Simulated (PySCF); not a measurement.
**A search over the determinants of BeF⁺**

Unrestricted PBE0; basis Be cc-pVDZ, F cc-pVDZ; no relativity; PySCF 2.14. Outer shells of the fragments: Be+ 2s1; F 2s2 2p5.

Followed along the bond (rough minima from three points):

| 2Ms+1 | unpaired | ⟨S²⟩ at the start | R at minimum (Å) | Te (eV) |
| --- | --- | --- | --- | --- |
| 1 | none | 0.00 | 1.36 | 0.00 |
| 3 | σ ↑, π ↑ | 2.00 | none in the scan | ≤ 4.93 |

Solutions found at the starting distance of 1.675 Å, counted from the lowest of them; the search is not exhaustive and high or unbound solutions are not listed, so other states can lie among these:

```csv
2Ms+1,unpaired,term,E (eV),⟨S²⟩,⟨Lz²⟩,μ (D)
1,none,¹Σ⁺,0.00,0.00,0.00,-9.55
3,"σ ↑, π ↑",³Π,3.79,2.00,1.00,-2.59
1,"σ ↑, π ↓",mixed,3.83,1.00,1.00,-2.52
3,σ ↑↑,³Σ⁺,5.05,2.00,0.00,-2.66
3,π ↑↑,mixed,6.67,2.00,2.00,-4.25
3,π ↑↑,mixed,6.82,2.00,2.00,-4.22
3,"σ ↑, π ↑",³Π,8.04,2.00,1.00,-4.30
```

A term symbol is given only where ⟨S²⟩ and ⟨Lz²⟩ are close to those of a pure state; real π, δ and φ orbitals otherwise mix terms. A positive dipole points towards F; it is taken about the centre of mass and depends on that origin.

Counting both spins, an empty level lies below a filled one in some of these solutions, because spin and occupation are held.
